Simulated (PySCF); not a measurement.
## Telling isomers of C8H10N2 apart by NMR

PySCF 2.14 calculation with NMR shieldings at PBE0/pcSseg-1/GIAO and GFN2-xTB structure; no solvent model, non-relativistic Hamiltonian, one computed conformer, averaged over atoms made equivalent by symmetry, fast rotation or ring inversion.

Scale: ¹H (σ = 31.72 ppm) and ¹³C (σ = 186.93 ppm) against TMS (reference shieldings calculated alike). Where no couplings were computed, multiplicities follow the n + 1 count of equivalent neighbours, and m marks all less simple cases (inequivalent or close neighbours, rings, F or P nearby). Shifts are as computed. Against solution values, carbons near 30 ppm lie about +3 ppm off and those near 130 ppm about +5 ppm. Of 1211 compounds with measured shifts, 218 miss one by over three times the rms of a fit or turn the order of signals round; such compounds aren't used in these exercises. OH and NH positions are gas-phase values without hydrogen bonding to other molecules.

(1) Tabulate the signals of `C=Cc1cn[nH]c1C1CC1`, `C=CCn1nccc1C=C` and their relative energies.

(2) What is the quickest way to tell C=Cc1cn[nH]c1C1CC1 from C=CCn1nccc1C=C?

Results:

(1) 
| SMILES | carbon types | δC | δH | E rel. (kcal/mol) |
| --- | --- | --- | --- | --- |
| C=Cc1cn[nH]c1C1CC1 | 2×C 3×CH 3×CH2 | 144.5, 141.1, 133.2, 125.3, 114.6, 8.3, 7.6 | 8.90 (br s, 1H), 7.91 (s, 1H), 6.94 (m, 1H), 5.88 (m, 1H), 5.38 (m, 1H), 2.06 (m, 1H), 0.92 (m, 2H), 0.52 (m, 2H) | 0.0 |
| C=CCn1nccc1C=C | 1×C 4×CH 3×CH2 | 146.9, 145.5, 142.0, 131.4, 122.7, 119.5, 109.3, 58.1 | 7.48 (m, 1H), 7.01 (m, 1H), 6.80 (m, 1H), 6.19 (m, 1H), 6.00 (m, 1H), 5.63 (m, 1H), 5.48 (m, 1H), 5.47 (m, 1H), 5.01 (d, 2H) | 2.4 |

Energies are electronic energies at PBE0/pcSseg-1 on these geometries, without zero-point or thermal terms, each for the one conformer computed, which needn't be the lowest.

(2) Count the carbon signals: 7 against 8. The first has a three-membered-ring carbon (CH) at 8.3 ppm, the second an allylic sp3 CH2 bonded to N at 58.1 ppm. Their most deshielded carbons lie at 144.5 and 146.9 ppm. In the proton spectra the most deshielded non-exchanging signals are 7.91 (s, 1H) and 7.48 (m, 1H).
